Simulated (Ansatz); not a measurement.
A first, cheap relaxation of FH$_{3}$MoO$_{4}$, SMILES `[O]=[Mo]([OH])([OH])([OH])[F]`.

```yaml
crystal:
  periodic: [false, false, false]
  atoms:
    - {symbol: O, position_ang: [-1.738100, -0.240400, -0.184300]}
    - {symbol: Mo, position_ang: [-0.022800, 0.200100, -0.192500]}
    - {symbol: O, position_ang: [1.805200, -0.265500, 0.295200]}
    - {symbol: O, position_ang: [-0.798300, -1.962100, -0.547200]}
    - {symbol: O, position_ang: [-1.167300, 1.293400, 0.969600]}
    - {symbol: F, position_ang: [0.935600, 1.879000, -0.923300]}
    - {symbol: H, position_ang: [2.642500, -0.520300, -0.243600]}
    - {symbol: H, position_ang: [-0.123500, -2.652400, -0.493400]}
    - {symbol: H, position_ang: [-1.444800, 2.221900, 1.302400]}
basis:
  gaussian: {orbitals: def2-SVP}
hamiltonian: {xc: pbe, dispersion: d4}
relax: {f_tol: 0.03, max_steps: 200}
```

```sh
$ ansatz run in.yaml --threads 4 --pin off --events-out ev --progress --plain --max-ram 11315MiB
```

Shortened log:

```
Functional definition: PBE
mean field -12789.23128262 eV, -469.9955807840 hartree, gradient 1.9e-5 eV, S^2 0.000000; 6 other end points of the search recorded, 0 dependent functions left out
relax step   1: F+E_penalty+E_count = -12789.42301727 eV  Δ(F+E_penalty+E_count) = +0.000e0 eV  max|allowed force component| = 2.969e0 eV/Å  Δτ_max = 0.0000 Å  (330 SCF iters, accepted)
mean field -12791.36353523 eV, -470.0739396219 hartree, gradient 2.3e-5 eV, S^2 0.000000; 0 other end points of the search recorded, 0 dependent functions left out
relax step   2: F+E_penalty+E_count = -12791.55197120 eV  Δ(F+E_penalty+E_count) = -2.129e0 eV  max|allowed force component| = 3.236e0 eV/Å  Δτ_max = 0.1949 Å  (57 SCF iters, accepted)
mean field -12793.03662969 eV, -470.1354247096 hartree, gradient 2.0e-5 eV, S^2 0.000000; 0 other end points of the search recorded, 0 dependent functions left out
relax step   3: F+E_penalty+E_count = -12793.23099245 eV  Δ(F+E_penalty+E_count) = -1.679e0 eV  max|allowed force component| = 2.552e0 eV/Å  Δτ_max = 0.1943 Å  (48 SCF iters, accepted)
mean field -12794.13028452 eV, -470.1756157830 hartree, gradient 1.0e-5 eV, S^2 0.000000; 0 other end points of the search recorded, 0 dependent functions left out
relax step   4: F+E_penalty+E_count = -12794.32768977 eV  Δ(F+E_penalty+E_count) = -1.097e0 eV  max|allowed force component| = 1.690e0 eV/Å  Δτ_max = 0.1949 Å  (41 SCF iters, accepted)
mean field -12794.91830274 eV, -470.2045749187 hartree, gradient 1.1e-5 eV, S^2 0.000000; 0 other end points of the search recorded, 0 dependent functions left out
relax step   5: F+E_penalty+E_count = -12795.11843298 eV  Δ(F+E_penalty+E_count) = -7.907e-1 eV  max|allowed force component| = 1.275e0 eV/Å  Δτ_max = 0.1945 Å  (40 SCF iters, accepted)
mean field -12795.49009005 eV, -470.2255877145 hartree, gradient 1.7e-5 eV, S^2 0.000000; 0 other end points of the search recorded, 0 dependent functions left out
relax step   6: F+E_penalty+E_count = -12795.69202821 eV  Δ(F+E_penalty+E_count) = -5.736e-1 eV  max|allowed force component| = 1.004e0 eV/Å  Δτ_max = 0.2000 Å  (40 SCF iters, accepted)
mean field -12795.89889485 eV, -470.2406110138 hartree, gradient 1.2e-5 eV, S^2 0.000000; 0 other end points of the search recorded, 0 dependent functions left out
relax step   7: F+E_penalty+E_count = -12796.10087677 eV  Δ(F+E_penalty+E_count) = -4.088e-1 eV  max|allowed force component| = 1.107e0 eV/Å  Δτ_max = 0.1947 Å  (40 SCF iters, accepted)
mean field -12796.11450491 eV, -470.2485345375 hartree, gradient 9.6e-6 eV, S^2 0.000000; 0 other end points of the search recorded, 0 dependent functions left out
relax step   8: F+E_penalty+E_count = -12796.31689518 eV  Δ(F+E_penalty+E_count) = -2.160e-1 eV  max|allowed force component| = 4.546e-1 eV/Å  Δτ_max = 0.2000 Å  (40 SCF iters, accepted)
mean field -12796.22915379 eV, -470.2527478061 hartree, gradient 1.0e-5 eV, S^2 0.000000; 0 other end points of the search recorded, 0 dependent functions left out
relax step   9: F+E_penalty+E_count = -12796.43242932 eV  Δ(F+E_penalty+E_count) = -1.155e-1 eV  max|allowed force component| = 4.895e-1 eV/Å  Δτ_max = 0.1950 Å  (41 SCF iters, accepted)
mean field -12796.28730777 eV, -470.2548849255 hartree, gradient 1.0e-5 eV, S^2 0.000000; 0 other end points of the search recorded, 0 dependent functions left out
relax step  10: F+E_penalty+E_count = -12796.49063194 eV  Δ(F+E_penalty+E_count) = -5.820e-2 eV  max|allowed force component| = 8.448e-1 eV/Å  Δτ_max = 0.1950 Å  (40 SCF iters, accepted)
mean field -12796.33165827 eV, -470.2565147763 hartree, gradient 8.2e-6 eV, S^2 0.000000; 0 other end points of the search recorded, 0 dependent functions left out
relax step  11: F+E_penalty+E_count = -12796.53533727 eV  Δ(F+E_penalty+E_count) = -4.471e-2 eV  max|allowed force component| = 7.351e-1 eV/Å  Δτ_max = 0.1022 Å  (34 SCF iters, accepted)
mean field -12796.42309048 eV, -470.2598748480 hartree, gradient 8.1e-6 eV, S^2 0.000000; 0 other end points of the search recorded, 0 dependent functions left out
relax step  12: F+E_penalty+E_count = -12796.62661616 eV  Δ(F+E_penalty+E_count) = -9.128e-2 eV  max|allowed force component| = 5.703e-1 eV/Å  Δτ_max = 0.2000 Å  (41 SCF iters, accepted)
mean field -12796.49964446 eV, -470.2626881549 hartree, gradient 1.1e-5 eV, S^2 0.000000; 0 other end points of the search recorded, 0 dependent functions left out
relax step  13: F+E_penalty+E_count = -12796.70265589 eV  Δ(F+E_penalty+E_count) = -7.604e-2 eV  max|allowed force component| = 1.257e0 eV/Å  Δτ_max = 0.1948 Å  (40 SCF iters, accepted)
mean field -12796.55634880 eV, -470.2647720010 hartree, gradient 2.6e-5 eV, S^2 0.000000; 0 other end points of the search recorded, 0 dependent functions left out
relax step  14: F+E_penalty+E_count = -12796.75970597 eV  Δ(F+E_penalty+E_count) = -5.705e-2 eV  max|allowed force component| = 1.008e0 eV/Å  Δτ_max = 0.0974 Å  (33 SCF iters, accepted)
mean field -12796.60349940 eV, -470.2665047534 hartree, gradient 1.0e-5 eV, S^2 0.000000; 0 other end points of the search recorded, 0 dependent functions left out
relax step  15: F+E_penalty+E_count = -12796.80738021 eV  Δ(F+E_penalty+E_count) = -4.767e-2 eV  max|allowed force component| = 5.650e-1 eV/Å  Δτ_max = 0.0906 Å  (35 SCF iters, accepted)
mean field -12796.61856047 eV, -470.2670582376 hartree, gradient 1.0e-5 eV, S^2 0.000000; 0 other end points of the search recorded, 0 dependent functions left out
relax step  16: F+E_penalty+E_count = -12796.82229170 eV  Δ(F+E_penalty+E_count) = -1.491e-2 eV  max|allowed force component| = 3.430e-1 eV/Å  Δτ_max = 0.2000 Å  (42 SCF iters, accepted)
mean field -12796.62924125 eV, -470.2674507492 hartree, gradient 8.9e-6 eV, S^2 0.000000; 0 other end points of the search recorded, 0 dependent functions left out
relax step  17: F+E_penalty+E_count = -12796.83310950 eV  Δ(F+E_penalty+E_count) = -1.082e-2 eV  max|allowed force component| = 1.301e-1 eV/Å  Δτ_max = 0.0750 Å  (34 SCF iters, accepted)
[...]
relax step  23: F+E_penalty+E_count = -12796.84271126 eV  Δ(F+E_penalty+E_count) = -1.793e-3 eV  max|allowed force component| = 1.724e-1 eV/Å  Δτ_max = 0.0887 Å  (33 SCF iters, accepted)
mean field -12796.63975339 eV, -470.2678370632 hartree, gradient 1.1e-5 eV, S^2 0.000000; 0 other end points of the search recorded, 0 dependent functions left out
relax step  24: F+E_penalty+E_count = -12796.84369830 eV  Δ(F+E_penalty+E_count) = -9.870e-4 eV  max|allowed force component| = 2.208e-1 eV/Å  Δτ_max = 0.0418 Å  (34 SCF iters, accepted)
mean field -12796.64097012 eV, -470.2678817771 hartree, gradient 1.0e-5 eV, S^2 0.000000; 0 other end points of the search recorded, 0 dependent functions left out
relax step  25: F+E_penalty+E_count = -12796.84493065 eV  Δ(F+E_penalty+E_count) = -1.232e-3 eV  max|allowed force component| = 1.021e-1 eV/Å  Δτ_max = 0.0146 Å  (35 SCF iters, accepted)
mean field -12796.64012254 eV, -470.2678506292 hartree, gradient 9.3e-6 eV, S^2 0.000000; 0 other end points of the search recorded, 0 dependent functions left out
relax step  26: F+E_penalty+E_count = -12796.84430437 eV  Δ(F+E_penalty+E_count) = +6.263e-4 eV  max|allowed force component| = 3.079e-1 eV/Å  Δτ_max = 0.0351 Å  (34 SCF iters, rejected (line search))
mean field -12796.64195024 eV, -470.2679177958 hartree, gradient 9.5e-6 eV, S^2 0.000000; 0 other end points of the search recorded, 0 dependent functions left out
relax step  27: F+E_penalty+E_count = -12796.84586395 eV  Δ(F+E_penalty+E_count) = -9.333e-4 eV  max|allowed force component| = 5.801e-2 eV/Å  Δτ_max = 0.0175 Å  (34 SCF iters, accepted)
mean field -12796.64303718 eV, -470.2679577403 hartree, gradient 2.0e-5 eV, S^2 0.000000; 0 other end points of the search recorded, 0 dependent functions left out
relax step  28: F+E_penalty+E_count = -12796.84691829 eV  Δ(F+E_penalty+E_count) = -1.054e-3 eV  max|allowed force component| = 4.336e-1 eV/Å  Δτ_max = 0.0975 Å  (34 SCF iters, accepted)
mean field -12796.64645556 eV, -470.2680833632 hartree, gradient 8.5e-6 eV, S^2 0.000000; 0 other end points of the search recorded, 0 dependent functions left out
relax step  29: F+E_penalty+E_count = -12796.85045018 eV  Δ(F+E_penalty+E_count) = -3.532e-3 eV  max|allowed force component| = 2.036e-1 eV/Å  Δτ_max = 0.0321 Å  (33 SCF iters, accepted)
mean field -12796.65117852 eV, -470.2682569290 hartree, gradient 2.6e-5 eV, S^2 0.000000; 0 other end points of the search recorded, 0 dependent functions left out
relax step  30: F+E_penalty+E_count = -12796.85511575 eV  Δ(F+E_penalty+E_count) = -4.666e-3 eV  max|allowed force component| = 1.750e-1 eV/Å  Δτ_max = 0.0672 Å  (32 SCF iters, accepted)
mean field -12796.60630379 eV, -470.2666078131 hartree, gradient 8.8e-6 eV, S^2 0.000000; 0 other end points of the search recorded, 0 dependent functions left out
relax step  31: F+E_penalty+E_count = -12796.80962843 eV  Δ(F+E_penalty+E_count) = +4.549e-2 eV  max|allowed force component| = 2.059e0 eV/Å  Δτ_max = 0.1960 Å  (42 SCF iters, rejected (line search))
mean field -12796.66005127 eV, -470.2685829963 hartree, gradient 1.6e-5 eV, S^2 0.000000; 0 other end points of the search recorded, 0 dependent functions left out
relax step  32: F+E_penalty+E_count = -12796.86392575 eV  Δ(F+E_penalty+E_count) = -8.810e-3 eV  max|allowed force component| = 1.904e-1 eV/Å  Δτ_max = 0.0980 Å  (34 SCF iters, accepted)
mean field -12796.66539452 eV, -470.2687793572 hartree, gradient 1.6e-5 eV, S^2 0.000000; 0 other end points of the search recorded, 0 dependent functions left out
relax step  33: F+E_penalty+E_count = -12796.86911621 eV  Δ(F+E_penalty+E_count) = -5.190e-3 eV  max|allowed force component| = 7.439e-1 eV/Å  Δτ_max = 0.0981 Å  (34 SCF iters, accepted)
mean field -12796.67354124 eV, -470.2690787436 hartree, gradient 1.2e-5 eV, S^2 0.000000; 0 other end points of the search recorded, 0 dependent functions left out
relax step  34: F+E_penalty+E_count = -12796.87736063 eV  Δ(F+E_penalty+E_count) = -8.244e-3 eV  max|allowed force component| = 5.171e-1 eV/Å  Δτ_max = 0.1087 Å  (35 SCF iters, accepted)
mean field -12796.65148345 eV, -470.2682681347 hartree, gradient 8.0e-6 eV, S^2 0.000000; 0 other end points of the search recorded, 0 dependent functions left out
relax step  35: F+E_penalty+E_count = -12796.85592586 eV  Δ(F+E_penalty+E_count) = +2.143e-2 eV  max|allowed force component| = 1.026e0 eV/Å  Δτ_max = 0.2000 Å  (41 SCF iters, rejected (line search))
mean field -12796.68929844 eV, -470.2696578103 hartree, gradient 1.3e-5 eV, S^2 0.000000; 0 other end points of the search recorded, 0 dependent functions left out
relax step  36: F+E_penalty+E_count = -12796.89296132 eV  Δ(F+E_penalty+E_count) = -1.560e-2 eV  max|allowed force component| = 4.279e-1 eV/Å  Δτ_max = 0.0989 Å  (34 SCF iters, accepted)
mean field -12796.69402037 eV, -470.2698313380 hartree, gradient 1.2e-5 eV, S^2 0.000000; 0 other end points of the search recorded, 0 dependent functions left out
relax step  37: F+E_penalty+E_count = -12796.89759090 eV  Δ(F+E_penalty+E_count) = -4.630e-3 eV  max|allowed force component| = 1.918e-1 eV/Å  Δτ_max = 0.0668 Å  (34 SCF iters, accepted)
mean field -12796.69482771 eV, -470.2698610070 hartree, gradient 8.8e-6 eV, S^2 0.000000; 0 other end points of the search recorded, 0 dependent functions left out
relax step  38: F+E_penalty+E_count = -12796.89883384 eV  Δ(F+E_penalty+E_count) = -1.243e-3 eV  max|allowed force component| = 9.709e-2 eV/Å  Δτ_max = 0.0464 Å  (34 SCF iters, accepted)
mean field -12796.69645993 eV, -470.2699209902 hartree, gradient 8.5e-6 eV, S^2 0.000000; 0 other end points of the search recorded, 0 dependent functions left out
relax step  39: F+E_penalty+E_count = -12796.90015296 eV  Δ(F+E_penalty+E_count) = -1.319e-3 eV  max|allowed force component| = 4.728e-2 eV/Å  Δτ_max = 0.0141 Å  (35 SCF iters, accepted)
mean field -12796.69677649 eV, -470.2699326234 hartree, gradient 8.8e-6 eV, S^2 0.000000; 0 other end points of the search recorded, 0 dependent functions left out
relax step  40: F+E_penalty+E_count = -12796.90042710 eV  Δ(F+E_penalty+E_count) = -2.741e-4 eV  max|allowed force component| = 3.295e-2 eV/Å  Δτ_max = 0.0138 Å  (35 SCF iters, accepted)
mean field -12796.69694277 eV, -470.2699387342 hartree, gradient 8.7e-6 eV, S^2 0.000000; 0 other end points of the search recorded, 0 dependent functions left out
relax step  41: F+E_penalty+E_count = -12796.90057843 eV  Δ(F+E_penalty+E_count) = -1.513e-4 eV  max|allowed force component| = 9.870e-3 eV/Å  Δτ_max = 0.0115 Å  (35 SCF iters, accepted)
mean field -12796.69694277 eV, -470.2699387342 hartree, gradient 1.3e-5 eV, S^2 0.000000; 1 other end points of the search recorded, 0 dependent functions left out
Total energy: -12796.90065268 eV, -470.2774249351 hartree
Atom 0 at    -1.158505     0.166512    -1.685450 Å, force    -0.000995    -0.000583     0.000223 eV/Å
Atom 1 at    -0.215282    -0.005554    -0.304038 Å, force    -0.001409    -0.004889    -0.004588 eV/Å
Atom 2 at     1.537554    -0.552977    -0.802919 Å, force    -0.004340     0.009870     0.001629 eV/Å
Atom 3 at    -0.640934    -1.738503     0.263709 Å, force    -0.001240    -0.006126    -0.001326 eV/Å
Atom 4 at    -1.130764     0.752516     1.181736 Å, force     0.008550     0.008119    -0.004087 eV/Å
Atom 5 at     0.667843     1.696474    -0.237953 Å, force    -0.001469    -0.001508     0.004399 eV/Å
Atom 6 at     2.202578     0.157382    -0.895855 Å, force     0.003521    -0.005499    -0.000210 eV/Å
Atom 7 at    -0.280266    -2.193855     1.048819 Å, force     0.001504     0.001179     0.001085 eV/Å
Atom 8 at    -0.893724     1.671705     1.414851 Å, force    -0.004123    -0.000563     0.002876 eV/Å
Dipole moment:     0.378948    -0.071752     0.558097 e Å
```

It took 54 s on 4 threads of an Arm Neoverse V2 on a shared host, with 0.17 GiB of host memory at the peak.
